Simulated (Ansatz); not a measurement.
# Molecular dynamics of CH$_{9}$PSi$_{3}$

Input:

```yaml
crystal:
  periodic: [false, false, false]
  atoms:
    - { symbol: C, position_ang: [-1.396419, 0.521511, 0.154371] }
    - { symbol: Si, position_ang: [-0.018494, 0.563144, 1.493271] }
    - { symbol: Si, position_ang: [1.700383, -0.789672, 0.57436] }
    - { symbol: P, position_ang: [1.001591, -1.238486, -1.615053] }
    - { symbol: Si, position_ang: [-0.62874, 0.430095, -1.598931] }
    - { symbol: H, position_ang: [-2.024369, -0.364451, 0.310207] }
    - { symbol: H, position_ang: [-2.036506, 1.407832, 0.240714] }
    - { symbol: H, position_ang: [0.466423, 1.977181, 1.676467] }
    - { symbol: H, position_ang: [-0.519152, 0.055706, 2.819129] }
    - { symbol: H, position_ang: [1.903, -2.09302, 1.29616] }
    - { symbol: H, position_ang: [3.017545, -0.07198, 0.49931] }
    - { symbol: H, position_ang: [0.088133, -2.304371, -1.246032] }
    - { symbol: H, position_ang: [0.083902, 1.718744, -1.906746] }
    - { symbol: H, position_ang: [-1.650299, 0.158567, -2.668425] }
basis:
  gaussian: { orbitals: "6-31G" }
hamiltonian:
  xc: pbe0
  dispersion: d4
md:
  timestep: 0.5
  n_steps: 72
  ensemble: nvt_langevin
  temperature: 1000.0
  initial_velocities: maxwell_boltzmann
  seed: 684927
  friction: 0.05
  masses: [{ species: H, mass: 3.016 }]
```

Command:

```bash
$ ansatz run input.yaml --threads 1 --pin off --max-ram 2048MiB --backend cpu --events-out ev --progress --plain --runs-dir out
```

It starts from a relaxed structure.

Output, in part (step lines, the closing report, with atoms numbered from 0):

```
md step     0: t =     0.00 fs  T =   928.6 K  F+E_penalty+E_count = -34086.38299360 eV  E_kin = 1.680380 eV  (23 SCF iters)
md step     1: t =     0.50 fs  T =   971.6 K  F+E_penalty+E_count = -34086.37194546 eV  E_kin = 1.758271 eV  (25 SCF iters)
md step     2: t =     1.00 fs  T =  1081.6 K  F+E_penalty+E_count = -34086.33769452 eV  E_kin = 1.957336 eV  (25 SCF iters)
[... lines left out ...]
Total energy: -34085.03455674 eV, -1252.6019162939 hartree
Atom 0 at    -1.344365     0.462216     0.103454 Å, force     0.845350    -0.256643     2.061011 eV/Å
Atom 1 at     0.129108     0.343597     1.393677 Å, force    -2.058080     1.610291     1.180946 eV/Å
Atom 2 at     1.825714    -0.881433     0.628130 Å, force     0.700251    -1.788795    -0.902285 eV/Å
Atom 3 at     1.213195    -1.164554    -1.693764 Å, force     0.140896    -0.580891     0.262954 eV/Å
Atom 4 at    -0.609096     0.272404    -1.595205 Å, force     1.301436    -0.202680     1.017370 eV/Å
Atom 5 at    -1.840996    -0.485911     0.496614 Å, force    -0.525383     1.534139    -1.089308 eV/Å
Atom 6 at    -1.814409     1.490106     0.267350 Å, force     0.035503    -1.744006    -0.142473 eV/Å
Atom 7 at     0.421200     1.824966     1.707032 Å, force     0.348862    -0.654211     0.096186 eV/Å
Atom 8 at    -0.530224    -0.307509     2.571453 Å, force     0.042153     0.107930     0.384647 eV/Å
Atom 9 at     2.530052    -2.065742     1.384812 Å, force    -0.732091     0.751903    -0.558068 eV/Å
Atom 10 at     2.743414     0.218989     0.523127 Å, force     1.387460     0.733190    -0.261579 eV/Å
Atom 11 at     0.545238    -2.463557    -1.699910 Å, force     0.070326     0.210617     0.259101 eV/Å
Atom 12 at     0.072238     1.467268    -2.050076 Å, force     0.314109     1.089293    -0.156443 eV/Å
Atom 13 at    -1.712282     0.045398    -2.391635 Å, force    -1.870793    -0.810137    -2.152058 eV/Å
Dipole moment:    -0.244976    -0.070939     0.293711 e Å
```

The steps, from the saved trajectory:

```
time (fs)  T (K)  potential energy less start (eV)
      0.0    929                             0.000
      1.0   1082                             0.045
      2.0    925                             0.199
      3.0    660                             0.407
      4.0    575                             0.594
      5.0    619                             0.716
      6.0    743                             0.715
      7.0    891                             0.628
      8.0   1071                             0.555
      9.0    936                             0.549
     10.0    891                             0.611
     11.0    714                             0.720
     12.0    856                             0.824
     13.0   1034                             0.944
     14.0    975                             1.093
     15.0    942                             1.268
     16.0    878                             1.441
     17.0    751                             1.610
     18.0    728                             1.731
     19.0    756                             1.783
     20.0    796                             1.797
     21.0    778                             1.764
     22.0    723                             1.674
     23.0    876                             1.583
     24.0    873                             1.513
     25.0    994                             1.432
     26.0   1061                             1.341
     27.0   1067                             1.285
     28.0    947                             1.321
     29.0    849                             1.416
     30.0    740                             1.531
     31.0    734                             1.619
     32.0    630                             1.668
     33.0    784                             1.652
     34.0    775                             1.591
     35.0    812                             1.491
     36.0    760                             1.348
```

The run went to its last step. The mean temperature of the second half is 17 % below the set value. A run of 0.036 ps of so small a system gives no equilibrium averages. Limits of this set-up: no polarisation functions.

The same pairs are bonded in the first frame and the last. Pairs count as bonded within 1.25 times the sum of covalent radii (0.12 Å more for H–H).

Last frame:

```xyz
14
Properties=species:S:1:pos:R:3
C -1.344 0.462 0.103
Si 0.129 0.344 1.394
Si 1.826 -0.881 0.628
P 1.213 -1.165 -1.694
Si -0.609 0.272 -1.595
H -1.841 -0.486 0.497
H -1.814 1.490 0.267
H 0.421 1.825 1.707
H -0.530 -0.307 2.571
H 2.530 -2.066 1.385
H 2.743 0.219 0.523
H 0.545 -2.464 -1.700
H 0.072 1.467 -2.050
H -1.712 0.045 -2.392
```

The run took 6 min on 1 CPU thread of a shared host.
